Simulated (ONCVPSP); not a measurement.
# Ranking ONCV potentials for strontium

All share these settings but for the change named:

strontium, optimised norm-conserving Vanderbilt (ONCV), made with ONCVPSP 4.0.1 (PBE, scalar-relativistic). Core [Ar] 3d10, reference 4s2 4p6 5s1.5 5p0.5. Waves: 4s+5s: rc 2.45 bohr, ncon 4, nbas 7, qcut 5 1/bohr, 2 projectors; 4p+5p: rc 2.95 bohr, ncon 4, nbas 8, qcut 3.7 1/bohr, 2 projectors; d scattering state at 0.25 Ha: rc 2.45 bohr, ncon 4, nbas 9, qcut 4.4 1/bohr, local. Local part: the d channel. Core correction: Teter function, fcfact 2.75, rcfact 1.75.

In the d channel the program set the typed energies aside and used 0.050 Ha.

Test errors are all-electron minus pseudo excitation energies from the reference, over 4s2 4p6 5s2 5p0; 4s2 4p6 5s1 5p0; 4s2 4p6 5s0 5p0; 4s2 4p6 5s1 5p1. None of these files shows a bound ghost.

The base gives 13.7 meV.

Of 6 variants that were run, those that failed, showed a ghost or another fault, or gave nearly equal values are left out.

A variant can come out equal or close to the base, since the largest error may sit in a test that the change hardly touches while other tests move.

(1) Rank these variants by their largest absolute test error, smallest first.
A. s: nproj 3
B. functional PBEsol
C. p: rc 3.86
D. all radii but the core radius scaled by about 1.10 (s 2.70, p 3.24, d 2.70 bohr)

## Answers

(1) B (10.3 meV), A (13.6 meV), D (25.6 meV), C (61.8 meV).
